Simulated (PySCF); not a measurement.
# Reading the logs of faulty runs: BF2H3Si

All numbers below are calculated, not measured. They come from PySCF 2.14.0, an open-source quantum chemistry program, on an isolated molecule that a program drew, which may never have been made. The molecule is BF2H3Si (charge 0, singlet), drawn as the SMILES string `B[SiH](F)F`.

Each row is a Hartree-Fock (HF) and frozen-core CCSD(T) single point in the cc-pV(D+d)Z basis, meant for a local HF minimum. Run 1 is clean. Each other run has one planted mistake out of seven kinds, and not every kind appears here: one electron removed, one electron added, multiplicity raised by two, geometry at a saddle point, minimal basis STO-3G, one bond length entered in bohr, all coordinates scaled. The reference is restricted for singlets and unrestricted otherwise, and also for a bond in bohr. Adding or removing an electron swaps singlet and doublet. Electrons count all cores. HOMO and LUMO are orbital energies over both spins, the gradient is its largest component, and the lowest frequency (negative if imaginary) is given only where the gradient is small. Bond lengths are over the 6 bonds as drawn. T1 is the CCSD diagnostic: over 0.02 (restricted) or 0.045 (unrestricted) a single reference is doubtful.

Geometry of the clean run:
```xyz
7
BF2H3Si, angstrom
B    -1.4270    0.9233   -0.9240
Si   -0.8751    0.4847    0.9739
F     0.2993    1.4631    1.4750
F    -2.0936    0.7135    1.9986
H    -2.5503    0.7365   -1.2925
H    -0.6259    1.3303   -1.7146
H    -0.4032   -0.8963    1.1542
```

| run | electrons | basis functions | <S^2> | HOMO (eV) | LUMO (eV) | gradient (hartree/bohr) | lowest frequency (cm^-1) | mean bond (Å) | longest bond (Å) | T1 | HF (hartree) | CCSD(T) (hartree) | mistake |
|---|---|---|---|---|---|---|---|---|---|---|---|---|---|
| 1 | 40 | 80 | 0.000 | -12.03 | 0.65 | 2.5e-05 | 26 | 1.5176 | 2.025 | 0.0121 | -514.34156 | -514.93066 | no fault |
| 2 | 39 | 80 | 0.770 | -21.02 | -9.87 | 1.3e-01 | - | 1.5176 | 2.025 | 0.0225 | -513.93936 | -514.51813 | one electron removed |
| 3 | 40 | 27 | 0.000 | -9.13 | 5.70 | 2.2e-02 | - | 1.5176 | 2.025 | 0.0099 | -507.80201 | -507.93177 | minimal basis STO-3G |
| 4 | 40 | 80 | 0.938 | -9.16 | 0.64 | 9.6e-03 | - | 1.7562 | 3.040 | 0.0489 | -514.16951 | -514.72801 | one bond length entered in bohr |
| 5 | 40 | 80 | 2.012 | -8.66 | -2.20 | 5.2e-02 | - | 1.5176 | 2.025 | 0.0177 | -514.21772 | -514.80582 | ? |
| 6 | 41 | 80 | 0.759 | -1.05 | 8.41 | 7.8e-02 | - | 1.5176 | 2.025 | 0.0118 | -514.34690 | -514.95258 | ? |

**Which mistake was planted in run 5, and what did it cost?**

Electrons, basis and geometry are unchanged, and <S^2> is 2.012, beside S(S+1) = 2.00 for a multiplicity of 3. So the mistake is: multiplicity raised by two. Subtracting run 1 and multiplying by 627.51 kcal/mol a hartree, the energy moved by 77.7 kcal/mol in HF and 78.3 kcal/mol in CCSD(T).

**Which mistake was planted in run 6, and what did it cost?**

It counts 41 electrons, one more than the clean run, at the same geometry and basis. So the mistake is: one electron added. Subtracting run 1 and multiplying by 627.51 kcal/mol a hartree, the energy moved by -3.4 kcal/mol in HF and -13.8 kcal/mol in CCSD(T).

Cautions from the logs. Run 4: T1 is over the limit, so its CCSD(T) energy is less reliable.
